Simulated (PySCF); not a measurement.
# A ladder of Hamiltonians for Eu⁴⁹⁺ (europium, charge +49)

Occupied: 1s1/2, 2s1/2, 2p1/2, 2p3/2, 3s1/2, 3p1/2. Hartree-Fock calculated with PySCF 2.14 in an even-tempered Gaussian basis (17 s from 5.6 bohr⁻², ratio 2.7; 13 p from 6.7 bohr⁻², ratio 2.7), Gaussian nucleus throughout. NR is non-relativistic, sf-X2C the spin-free one-electron X2C Hamiltonian, X2C adds the bare one-electron spin-orbit term, X2C-SNSO screens it by Boettger's factors, DC is four-component Dirac-Coulomb, and the Gaunt and Breit terms are added at first order (total energies over the DC spinors, levels after relaxing the spinors in that mean field). QED terms are absent. Levels marked empty are virtual spinors of this ion; the basis has s and p functions only, so 3d, which can lie below the n = 4 levels, is absent.

```
Hamiltonian  E (hartree)  E − E(DC) (hartree)  CPU seconds
        X2C   -8451.1602               2.4641         0.12
   X2C-SNSO   -8450.4627               3.1616         0.13
         DC   -8453.6243               0.0000          6.6
   DC+Gaunt   -8444.4593               9.1650           11
   DC+Breit   -8445.2927               8.3316           34
```

Problem. Give the 2p spin-orbit interval with each Hamiltonian that has one.

Solution. X2C 706.7; X2C-SNSO 683.0; DC 681.6; DC+Gaunt 673.1; DC+Breit 673.2 (eV).

| level (eV) | X2C | X2C-SNSO | DC | DC+Gaunt | DC+Breit |
| --- | --- | --- | --- | --- | --- |
| 1s1/2 | -52201.7 | -52202.6 | -52252.3 | -52107.6 | -52117.5 |
| 2s1/2 | -11395.9 | -11396.2 | -11402.8 | -11387.6 | -11388.7 |
| 2p1/2 | -11024.4 | -11007.2 | -11010.6 | -10984.6 | -10987.3 |
| 2p3/2 | -10317.7 | -10324.2 | -10329.0 | -10311.4 | -10314.0 |
| 3s1/2 | -4531.2 | -4531.3 | -4532.8 | -4529.1 | -4529.5 |
| 3p1/2 | -4406.2 | -4401.9 | -4402.7 | -4396.2 | -4397.0 |
| 3p3/2 (empty) | -4129.0 | -4130.7 | -4131.7 | -4127.5 | -4128.3 |
| 4s1/2 (empty) | -2344.3 | -2344.4 | -2344.9 | -2343.5 | -2343.7 |

Weight of the small component: 1s1/2 0.0550, 2s1/2 0.0125, 2p1/2 0.0124, 2p3/2 0.0116, 3s1/2 0.00473, 3p1/2 0.00468, 3p3/2 0.00442, 4s1/2 0.00221.

Koopmans' value for the highest occupied level at DC+Breit: 4397.0 eV, against an ionisation energy of 4400 ± 4 eV (theoretical estimate listed by NIST; NIST Atomic Spectra Database, ionization energies); the former lacks relaxation, correlation, QED and recoil.

The whole ladder took 54 s of wall time on 1 thread of Intel(R) Xeon(R) 6975P-C (shared host), launched as `OMP_NUM_THREADS=1 python relrun2.py TASK.json OUT` (a driver that calls PySCF for each Hamiltonian).
